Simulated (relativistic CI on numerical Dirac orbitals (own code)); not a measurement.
Sensitivity of the levels of N⁺ to α

These numbers are calculated, not measured: Dirac-Coulomb-Breit CI, separate exchange-only KLI orbitals for each configuration, valence Slater integrals scaled by 0.85, P86 correlation energy added to each configuration, derivatives by finite differences, QED left out (own radial code, finite nucleus).

Configuration list (outside the closed core 1s2): 2s2 2p2, 2s 2p3, 2s2 2p 3s, 2s2 2p 3p, 2s2 2p 3d, 2p4, 2s2 3s2, 2s2 3s 3p. Levels of other configurations are missing.

With x = (α/α₀)² − 1 an excitation energy changes as ω = ω₀ + qx; K = 2q/ω₀ is the relative enhancement. Terms are leading LS components, so labels can repeat.

Lowest level 2s2 2p2 3P_0.

| Level | ω₀ (cm⁻¹) | q (cm⁻¹) | K |
| --- | --- | --- | --- |
| 2s2 2p2 3P_1 | 46.6 | 47.15 | 2.02 |
| 2s2 2p2 3P_2 | 124.3 | 124.6 | 2 |
| 2s2 2p2 1D_2 | 14999.4 | 79.47 | 0.0106 |
| 2s2 2p2 1S_0 | 27487.7 | 101.9 | 0.00741 |
| 2s 2p3 5S°_2 | 46629.9 | 325 | 0.0139 |
| 2s 2p3 3D°_3 | 95809.2 | 322.2 | 0.00673 |
| 2s 2p3 3D°_2 | 95823.3 | 336 | 0.00701 |
| 2s 2p3 3D°_1 | 95826.0 | 338.8 | 0.00707 |
| 2s 2p3 3P°_1 | 110561.1 | 339.8 | 0.00615 |
| 2s 2p3 3P°_2 | 110561.5 | 340.5 | 0.00616 |
| 2s 2p3 3P°_0 | 110567.3 | 345.8 | 0.00625 |
| 2s 2p3 1D°_2 | 150258.3 | 347.6 | 0.00463 |
| 2s2 2p 3s 3P°_0 | 154001.9 | -135.4 | -0.00176 |
| 2s2 2p 3s 3P°_1 | 154054.4 | -86.47 | -0.00112 |
| 2s2 2p 3s 3P°_2 | 154172.4 | 35.11 | 0.000455 |
| 2s2 2p 3s 1P°_1 | 155580.4 | 25.72 | 0.000331 |
| 2s 2p3 3S°_1 | 157237.8 | 377.6 | 0.0048 |
| 2s 2p3 1P°_1 | 166428.2 | 316.6 | 0.00381 |
| 2s2 2p 3p 1P_1 | 170999.8 | 1.233 | 1.44e-05 |
| 2s2 2p 3p 3D_1 | 172144.5 | -81.84 | -0.000951 |
| 2s2 2p 3p 3D_2 | 172205.2 | -25.17 | -0.000292 |
| 2s2 2p 3p 3D_3 | 172303.6 | 74.32 | 0.000863 |
| 2s2 2p 3p 3S_1 | 174091.0 | 8.394 | 9.64e-05 |

For a near-neutral ion this model can misplace configurations by up to about 10,000 cm⁻¹ (more where the count of f electrons changes) and terms by 10 to 25 % of their spread. Rates follow the energies as ν³ (E1, M1) or ν⁵ (E2), so they and the lifetimes can be off by large factors. The fine structure of a lone outer electron comes out too small, for d and f at times inverted, and misplaced configurations move strength between like terms.
